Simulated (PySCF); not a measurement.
PySCF input file for B(F)(OMe)(OSiH3) (CH6BFO2Si), SMILES [SiH3]OB(OC)F, C-PCM-ωB97X/def2-SVP. Geometry optimised at r2SCAN-D4/def2-SVP. This is a generated structure with no PubChem entry under its InChIKey; it may be hypothetical. Other conformers were not sampled.

```python
import numpy as np
from pyscf import gto, scf, dft
from pyscf.solvent import pcm

mol = gto.M(
    atom='''
    B     0.14414210    0.65805298    0.23856861
    F     0.45457427    1.86609400    0.71816911
    O    -0.83290334    0.50545224   -0.68910885
    C    -1.58246558    1.58990095   -1.20827512
    H    -1.26492954    2.54950140   -0.77203585
    H    -1.45223107    1.62886373   -2.30090275
    H    -2.64975462    1.42947055   -0.99012547
    O     0.82141158   -0.42472068    0.69183179
    Si    0.60477546   -2.02744357    0.23470215
    H    -0.77952371   -2.47770679    0.55515133
    H     1.58725341   -2.82348655    1.01679898
    H     0.86717798   -2.19280134   -1.22321408
    ''',
    basis='def2-SVP',
    charge=0,
    spin=0,
    max_memory=1600,
    verbose=3,
)
mf = dft.RKS(mol, xc='wb97x').density_fit(auxbasis='def2-universal-jkfit')
mf.grids.level = 3
mf.conv_tol = 1e-9
mf.max_cycle = 100
mf.kernel()
res = {}
for name, eps in {'water': 78.355, 'benzene': 2.2706, 'acetonitrile': 35.688}.items():
    s = mf.PCM()
    s.with_solvent.method, s.with_solvent.eps, s.with_solvent.lebedev_order = 'C-PCM', eps, 29
    s.kernel(mf.make_rdm1())
    res[name] = (s.e_tot, eps, s.dip_moment(), s.mo_energy, s.converged)
    print(f'{name}: electrostatic solvation free energy {(s.e_tot - mf.e_tot) * 627.509474:.3f} kcal/mol')
```

Output:

```
converged SCF energy = -606.125951314943

WARN: PCM is an experimental feature. It is still in testing.
Features and APIs may be changed in the future.

converged SCF energy = -606.130577819552
Dipole moment(X, Y, Z, Debye): -1.64795, -0.04356, -1.52942
water: electrostatic solvation free energy -2.903 kcal/mol

WARN: PCM is an experimental feature. It is still in testing.
Features and APIs may be changed in the future.

converged SCF energy = -606.128473689727
Dipole moment(X, Y, Z, Debye): -1.53828, -0.02815, -1.42564
benzene: electrostatic solvation free energy -1.583 kcal/mol

WARN: PCM is an experimental feature. It is still in testing.
Features and APIs may be changed in the future.

converged SCF energy = -606.130499762694
Dipole moment(X, Y, Z, Debye): -1.64375, -0.04291, -1.52544
acetonitrile: electrostatic solvation free energy -2.854 kcal/mol
```

Self-consistency was reached.

Cost: very roughly 2.6 core-minutes.
